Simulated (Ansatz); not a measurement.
Start from `Cl[Si](Cl)(Cl)Br` and change one atom or group to get `Cl[SiH2]S[Si](Cl)(Cl)Cl`.

Ansatz, PBE0-D4/def2-TZVP geometries, multiplicity 1. Each molecule was computed in one conformer, which needn't be the lowest.

Scalar relativity is left out up to krypton.

```
                                        property  `Cl[Si](Cl)(Cl)Br`
              LUMO energy (PBE0/def2-TZVPP) / eV               -0.92
               HOMO energy (PBE/def2-TZVPP) / eV               -7.71
           HOMO–LUMO gap (B3LYP/def2-TZVPP) / eV                7.59
            HOMO–LUMO gap (PBE0/def2-TZVPP) / eV                8.14
size of the dipole moment (B3LYP/def2-TZVPP) / D                0.09
         HOMO–LUMO gap (ωB97M-V/def2-TZVPP) / eV               12.39
```

Q: Give the same properties after the change, and the shifts. (An estimate is asked.)

A: Ansatz gave: 
| property | `Cl[SiH2]S[Si](Cl)(Cl)Cl` | shift |
| --- | --- | --- |
| LUMO energy (PBE0/def2-TZVPP) / eV | -0.75 | 0.17 |
| HOMO energy (PBE/def2-TZVPP) / eV | -7.07 | 0.64 |
| HOMO–LUMO gap (B3LYP/def2-TZVPP) / eV | 7.07 | -0.52 |
| HOMO–LUMO gap (PBE0/def2-TZVPP) / eV | 7.57 | -0.57 |
| size of the dipole moment (B3LYP/def2-TZVPP) / D | 1.32 | 1.23 |
| HOMO–LUMO gap (ωB97M-V/def2-TZVPP) / eV | 11.71 | -0.68 |

With PBE0 the HOMO rises by 0.74 eV and the LUMO rises by 0.17 eV, so the gap narrows by about 0.57 eV. PBE moves the HOMO by 0.64 eV and ωB97M-V by 0.79 eV. Dipoles are sizes alone; their direction can turn.

B3LYP here is the variant with VWN-RPA as its local correlation; programs differ in this.

Spin–orbit coupling is left out; it splits and shifts lone-pair levels of the heavy atoms by tenths of an eV.
